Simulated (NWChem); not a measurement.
## A calculation on AlF$_{2}$ (+1)

```xyz
3

Al     0.0000     0.0000     0.0000
F      0.0000     0.0000    -1.6091
F      0.0000     0.0000     1.6091
```
Charge +1, spin multiplicity 1.

Everything below was run with NWChem. The geometry was optimised at B3LYP/def2-SVP, a minimum by its harmonic frequencies.

Symmetry labels belong to the abelian group D2h used in the runs, with the axes of the coordinates shown; states degenerate in a higher group split over its labels.

The spin multiplicity of the parent species was assumed, not shown to be that of its ground state. The structure started from a generated list of species.

### Question
List the lowest 6 singlet excitations that TD-PBE/aug-cc-pVDZ gives, with oscillator strengths.

### Answer
| state | symmetry | energy (eV) | wavelength (nm) | f |
|---|---|---|---|---|
| 1 | b3g | 6.14 | 202 | 0.000 |
| 2 | b2g | 6.14 | 202 | 0.000 |
| 3 | b2u | 6.48 | 191 | 0.049 |
| 4 | b3u | 6.48 | 191 | 0.049 |
| 5 | b1u | 7.91 | 157 | 0.094 |
| 6 | ag | 8.60 | 144 | 0.000 |
